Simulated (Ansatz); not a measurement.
**Cl⁻ ··· CH₄**

The pair of Cl⁻ (SMILES [Cl-], atom 1) and CH₄ (SMILES C, atoms 2–6), both closed shells, in one local arrangement (a lower one may exist), relaxed at PBE0-D4/def2-TZVPD:

Cl1  (0.103, -0.156, -3.092)
C2  (-0.021, 0.031, 0.616)
H3  (-0.471, 0.977, 0.923)
H4  (0.016, -0.025, -0.478)
H5  (-0.618, -0.795, 1.008)
H6  (0.991, -0.033, 1.023)
(Å)

Ansatz 0.2.0; basis: def2-TZVPPD, with def2-QZVPPD for the basis limit; cores frozen in the correlated methods. B3LYP uses VWN-RPA correlation. Extrapolation: Hartree–Fock as exp(−7.88 √X), correlation as X^−2.97. Interaction energies count from these two fragments, frozen as in the pair, with the counterpoise correction; negative means bound.

**Question.** What is the interaction energy by CCSD(T) at an estimated basis limit (MP2 extrapolated from triple and quadruple zeta, plus CCSD(T) − MP2 in triple zeta)? (Judge from chemistry; the value comes from the calculation.)

**Answer.** By the calculation: -3.06 kcal/mol. Hartree–Fock alone gives -1.06 kcal/mol at the basis limit. It counts from the two fragments frozen as in the pair.

The same quantity by other methods in triple zeta, and each one's difference from that estimate:
| method | E_int (kcal/mol) | difference |
| --- | --- | --- |
| PBE-D4 | -3.79 | -0.73 |
| revPBE-D4 | -3.86 | -0.80 |
| BLYP-D4 | -3.32 | -0.27 |
| r2SCAN-D4 | -3.16 | -0.10 |
| B97M-V | -3.21 | -0.15 |
| PBE0-D4 | -3.51 | -0.45 |
| B3LYP-D4 | -3.28 | -0.22 |
| HSE06-D4 | -3.52 | -0.46 |
| wB97X-V | -2.97 | 0.09 |
| wB97M-V | -3.01 | 0.05 |
| B2PLYP | -2.43 | 0.63 |
| HF | -1.04 | 2.02 |
| MP2 | -2.72 | 0.34 |
| CCSD | -2.43 | 0.63 |
| CCSD(T) | -2.69 | 0.37 |
Differences are method less estimate.

**Question.** Which atoms make the shortest contact between the fragments?

**Answer.** Cl1 and H4, 2.62 Å apart.

Basis-set superposition shift (counterpoise-corrected less uncorrected): CCSD(T) 0.56; MP2 0.51; HF 0.04; PBE0-D4 0.06; wB97M-V 0.06 kcal/mol.

T1 diagnostic: at most 0.008.

For scale, one of the runs: CCSD(T)/def2-TZVPPD, 156 basis functions, launched by `ansatz run in.yaml --threads 2 --pin off --events-out ev --progress --plain --max-ram 5222MiB`. The run took 12 s on 2 CPU threads of an Arm Neoverse V1 (shared host), with 1 GiB of host memory at its peak.
